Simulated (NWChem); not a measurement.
# Basis-set dependence for Ga

```
Ga
```
Charge 0, spin multiplicity 2.

The numbers come from NWChem runs, not from measurements.

Hartree-Fock energies in Ha, correlation energies in mHa.

The Hamiltonian is non-relativistic. The correlated methods keep 9 core orbitals frozen. The Pople sets run with spherical d functions. The stability of the SCF solutions was not checked. Open-shell Hartree-Fock references start from PBE0 orbitals. Coupled-cluster values serve here as a point of comparison, not as the truth.

| basis | functions | UHF | UMP2 | SCS-UMP2 | CCSD on ROHF | CCSD[T] on ROHF | CCSD(T) on ROHF | CCSD on UHF | CCSD[T] on UHF | CCSD(T) on UHF | CCSDT on ROHF |
|---|---|---|---|---|---|---|---|---|---|---|---|
| 6-31G* | 32 | -1922.94348 | -209.0 | -192.0 | -206.5 | -211.5 | -210.6 | -204.0 | -208.9 | -208.0 | -210.7 |
| def2-SVP | 32 | -1922.97414 | -173.3 | -160.4 | -176.8 | -184.0 | -182.8 | -174.1 | -181.2 | -180.0 | -182.8 |
| def2-TZVP | 48 | -1923.22349 | -177.1 | -165.1 | -184.1 | -192.9 | -191.7 | -181.0 | -189.7 | -188.4 | not run |
| def2-QZVP | 75 | -1923.26358 | -229.2 | -212.2 | -228.7 | -239.3 | -237.8 | -225.6 | -236.1 | -234.5 | not run |

From def2-TZVP to def2-QZVP the Hartree-Fock energy moves by -40.1 mHa and the UMP2 correlation energy by -52.1 mHa, which is 23 % of its value in the larger set.
